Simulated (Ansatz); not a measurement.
Ansatz (a quantum-chemistry and plane-wave program) input:

Ansatz 0.2 input:
```yaml
crystal:
  periodic: [false, false, false]
  atoms:
    - {symbol: Si, position_ang: [0.31900498, 0.02338782, -0.31261708]}
    - {symbol: Br, position_ang: [-0.98133539, -0.50667548, 1.41757470]}
    - {symbol: O, position_ang: [-0.21328838, 1.41670935, -0.96121137]}
    - {symbol: C, position_ang: [-0.43083111, 2.63524937, -0.26089883]}
    - {symbol: O, position_ang: [1.82503044, 0.10938610, 0.27623527]}
    - {symbol: C, position_ang: [2.99234947, 0.26923151, -0.52709338]}
    - {symbol: O, position_ang: [0.25643796, -1.11008092, -1.46640885]}
    - {symbol: C, position_ang: [-0.88849881, -1.43071882, -2.24876189]}
    - {symbol: H, position_ang: [-0.73369693, 3.38661122, -0.98867576]}
    - {symbol: H, position_ang: [-1.22072235, 2.51682247, 0.48385483]}
    - {symbol: H, position_ang: [0.48155489, 2.96890157, 0.23932597]}
    - {symbol: H, position_ang: [2.93817762, 1.18528321, -1.12077731]}
    - {symbol: H, position_ang: [3.11941047, -0.58337303, -1.19666681]}
    - {symbol: H, position_ang: [3.84741700, 0.33039004, 0.14416320]}
    - {symbol: H, position_ang: [-1.68321255, -1.83659734, -1.61853178]}
    - {symbol: H, position_ang: [-1.26032007, -0.54822165, -2.77310159]}
    - {symbol: H, position_ang: [-0.59149672, -2.18429274, -2.97646191]}
basis:
  gaussian:
    orbitals: def2-SVP
magnetization: {spin_polarized: false}
correlation: {method: ccsd_t, electrons: outside_noble_gas}
```

Task: Which total energy does the run end on?

Result: -3205.56091 Eh (CCSD(T)/def2-SVP). The basis has 179 functions. The run takes very roughly 6 core-minutes.
